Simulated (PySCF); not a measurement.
Molecule: SMILES CCO[Si](C)(C)C, C₅H₁₄OSi.

Bonds (- single, = double, # triple, : aromatic): C1-C2, C2-O3, O3-Si4, Si4-C5, Si4-C6, Si4-C7. C1 carries H8, H9, H10; C2 carries H11, H12; C5 carries H13, H14, H15; C6 carries H16, H17, H18; C7 carries H19, H20, H21.

Geometry PBE0-D3(BJ)/def2-SVP throughout; GIAO in PySCF 2.14.0 with density-fitted response routines, gas phase, one conformer, non-relativistic; equivalent atoms averaged; basis pcSseg-1.

(1) How do the shifts δ (against TMS, H2O at the same level) depend on the functional? (ppm; last column core-seconds on shared hosts with different chips, so compare them loosely)

(2) Which nucleus moves most, in ppm?

Answers

(1) 
| functional | kind | C2 | C1 | C5/C6/C7 | O3 | Si4 | H11/H12 | H8/H9/H10 | H13/H14/H15/H16/H17/H18/H19/H20/H21 | core-s |
| --- | --- | --- | --- | --- | --- | --- | --- | --- | --- | --- |
| PBE | GGA | 62.2 | 20.8 | -1.7 | 71.2 | 21.0 | 3.75 | 1.22 | 0.08 | 65 |
| BLYP | GGA | 63.3 | 21.6 | -1.8 | 74.6 | 17.3 | 3.76 | 1.25 | 0.07 | 75 |
| KT3 | GGA | 60.8 | 21.0 | -1.5 | 63.1 | 17.5 | 3.68 | 1.22 | 0.08 | 38 |
| B3LYP | global hybrid | 60.9 | 21.2 | -1.6 | 62.3 | 17.7 | 3.58 | 1.25 | 0.07 | 23 |
| PBE0 | global hybrid | 59.5 | 20.5 | -1.3 | 55.9 | 20.9 | 3.53 | 1.23 | 0.08 | 24 |
| mPW1PW91 | global hybrid | 59.4 | 20.6 | -1.3 | 54.2 | 20.5 | 3.51 | 1.23 | 0.08 | 44 |
| WP04 | global hybrid | 62.1 | 21.5 | -1.1 | 44.1 | 10.7 | 3.38 | 1.19 | 0.07 | 46 |
| CAM-B3LYP | range-separated hybrid | 59.6 | 20.7 | -1.3 | 58.1 | 19.9 | 3.51 | 1.27 | 0.07 | 37 |
| wB97X-D | range-separated hybrid | 59.0 | 20.7 | -1.1 | 49.9 | 21.0 | 3.47 | 1.24 | 0.08 | 62 |

(2) O3 (oxygen bonded to C, Si): from 44.1 ppm with WP04 to 74.6 ppm with BLYP. The smallest spread is 0.01 ppm, at H13/H14/H15/H16/H17/H18/H19/H20/H21. Proton shifts span only some 12 ppm, so a few tenths of a ppm matter as much there as several ppm in carbon.
